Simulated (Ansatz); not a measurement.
`[CH2]1C[Te][GeH2]1`, relaxed with RKS PBE-D4/def2-SVP in Ansatz from a rough embedded geometry. The force threshold is 0.03 eV/Å; the program also tests the step.

Charge 0, multiplicity 1. Te: def2 effective core potential.

Start:

```xyz
10

C    -0.043    0.536   -0.576
C    -1.018   -0.626   -0.575
Te   -0.543   -1.733    1.217
Ge    1.029    0.232    1.089
H     0.665    0.424   -1.488
H    -0.465    1.508   -0.552
H    -2.059   -0.212   -0.500
H    -0.900   -1.283   -1.411
H     0.834    1.365    2.080
H     2.501   -0.212    0.716
```

```json
{"step": "1", "energy (eV)": "-65962.6108", "largest force (eV/Å)": "2.414", "largest move (Å)": "0.000"}
{"step": "2", "energy (eV)": "-65962.8787", "largest force (eV/Å)": "0.638", "largest move (Å)": "0.195"}
{"step": "3", "energy (eV)": "-65962.9222", "largest force (eV/Å)": "0.165", "largest move (Å)": "0.085"}
{"step": "4", "energy (eV)": "-65962.9275", "largest force (eV/Å)": "0.109", "largest move (Å)": "0.033"}
{"step": "5", "energy (eV)": "-65962.9283", "largest force (eV/Å)": "0.017", "largest move (Å)": "0.023"}
{"step": "6", "energy (eV)": "-65962.9285", "largest force (eV/Å)": "0.024", "largest move (Å)": "0.005"}
{"step": "7", "energy (eV)": "-65962.9290", "largest force (eV/Å)": "0.064", "largest move (Å)": "0.030"}
{"step": "8", "energy (eV)": "-65962.9294", "largest force (eV/Å)": "0.211", "largest move (Å)": "0.103"}
{"step": "9", "energy (eV)": "-65962.9312", "largest force (eV/Å)": "0.164", "largest move (Å)": "0.013"}
{"step": "10", "energy (eV)": "-65962.9406", "largest force (eV/Å)": "0.024", "largest move (Å)": "0.116"}
{"step": "11 (rejected)", "energy (eV)": "-65962.9360", "largest force (eV/Å)": "0.343", "largest move (Å)": "0.195"}
{"step": "12", "energy (eV)": "-65962.9454", "largest force (eV/Å)": "0.110", "largest move (Å)": "0.096"}
{"step": "13 (rejected)", "energy (eV)": "-65962.9440", "largest force (eV/Å)": "0.098", "largest move (Å)": "0.097"}
{"step": "14", "energy (eV)": "-65962.9481", "largest force (eV/Å)": "0.015", "largest move (Å)": "0.049"}
```

End:

```xyz
10

C     0.055    0.473   -0.680
C    -1.082   -0.558   -0.540
Te   -0.340   -1.968    1.034
Ge    1.023    0.239    1.046
H     0.760    0.182   -1.486
H    -0.304    1.500   -0.898
H    -2.015   -0.112   -0.146
H    -1.313   -1.118   -1.467
H     0.644    1.240    2.177
H     2.572    0.122    0.961
```

Hardware: 4 threads of an Arm Neoverse V2 on a shared host. Wall time 17 s, peak host memory 0.18 GiB.
